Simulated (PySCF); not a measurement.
hydrogen isocyanide (CHN), singlet, geometry from GFN2-xTB. Base run: HF/6-31G** (PySCF).

PySCF was given this input:
```python
from pyscf import gto, scf

mol = gto.Mole()
mol.atom = '''
    C    -0.000000   -0.000000   -0.733209
    N     0.000000    0.000000    0.425228
    H     0.000000    0.000000    1.422658
'''
mol.basis = '6-31g**'
mol.charge = 0
mol.spin = 0
mol.verbose = 4
mol.build()

mf = scf.RHF(mol)
mf.kernel()
mf.analyze()
```

The base run was repeated with changes; each row names its change, and settings that it needs were set with it.

```json
[
 {"change": "base", "E (Eh)": "-92.85892", "HOMO (eV)": "-13.03", "HOMO-LUMO gap (eV)": "18.66", "dipole (D)": "2.83", "core-seconds (rough)": "0.3"},
 {"change": "functional = lda,vwn", "E (Eh)": "-92.57962", "HOMO (eV)": "-6.93", "HOMO-LUMO gap (eV)": "6.66", "dipole (D)": "3.08", "core-seconds (rough)": "0.9"},
 {"change": "functional = mn12l", "E (Eh)": "-93.31976", "HOMO (eV)": "-8.00", "HOMO-LUMO gap (eV)": "8.55", "dipole (D)": "2.97", "core-seconds (rough)": "1"},
 {"change": "functional = revpbe", "E (Eh)": "-93.37201", "HOMO (eV)": "-6.97", "HOMO-LUMO gap (eV)": "6.96", "dipole (D)": "3.01", "core-seconds (rough)": "1.0"},
 {"change": "functional = pbe0; dispersion = d3bjm", "E (Eh)": "…", "HOMO (eV)": "-8.70", "HOMO-LUMO gap (eV)": "9.84", "dipole (D)": "3.00", "core-seconds (rough)": "2"},
 {"change": "functional = camb3lyp", "E (Eh)": "-93.34925", "HOMO (eV)": "-10.20", "HOMO-LUMO gap (eV)": "12.70", "dipole (D)": "2.99", "core-seconds (rough)": "2"},
 {"change": "functional = o3lyp", "E (Eh)": "-93.36662", "HOMO (eV)": "-7.78", "HOMO-LUMO gap (eV)": "8.36", "dipole (D)": "2.97", "core-seconds (rough)": "1"},
 {"change": "functional = tpssh", "E (Eh)": "-93.39864", "HOMO (eV)": "-7.93", "HOMO-LUMO gap (eV)": "8.49", "dipole (D)": "3.02", "core-seconds (rough)": "2"},
 {"change": "functional = pbe0; dispersion = d3zero", "E (Eh)": "-93.28312", "HOMO (eV)": "-8.70", "HOMO-LUMO gap (eV)": "9.84", "dipole (D)": "3.00", "core-seconds (rough)": "1"},
 {"change": "functional = r2scan", "E (Eh)": "-93.33872", "HOMO (eV)": "-7.49", "HOMO-LUMO gap (eV)": "7.62", "dipole (D)": "3.03", "core-seconds (rough)": "2"},
 {"change": "functional = m06l", "E (Eh)": "…", "HOMO (eV)": "…", "HOMO-LUMO gap (eV)": "…", "dipole (D)": "3.00", "core-seconds (rough)": "2"},
 {"change": "functional = b97-1", "E (Eh)": "…", "HOMO (eV)": "…", "HOMO-LUMO gap (eV)": "…", "dipole (D)": "…", "core-seconds (rough)": "1"},
 {"change": "functional = b97m_v", "E (Eh)": "…", "HOMO (eV)": "…", "HOMO-LUMO gap (eV)": "…", "dipole (D)": "…", "core-seconds (rough)": "30"}
]
```

### Question
Some entries are withheld; supply them.

### Answer

- functional = pbe0; dispersion = d3bjm, E (Eh): -93.28414
- functional = m06l, E (Eh): -93.38678
- functional = m06l, HOMO (eV): -7.48
- functional = m06l, HOMO-LUMO gap (eV): 7.56
- functional = b97-1, E (Eh): -93.36926
- functional = b97-1, HOMO (eV): -8.42
- functional = b97-1, HOMO-LUMO gap (eV): 9.44
- functional = b97-1, dipole (D): 2.98
- functional = b97m_v, E (Eh): -93.38954
- functional = b97m_v, HOMO (eV): -7.68
- functional = b97m_v, HOMO-LUMO gap (eV): 7.98
- functional = b97m_v, dipole (D): 2.95

Total energies compare only within one method and basis.
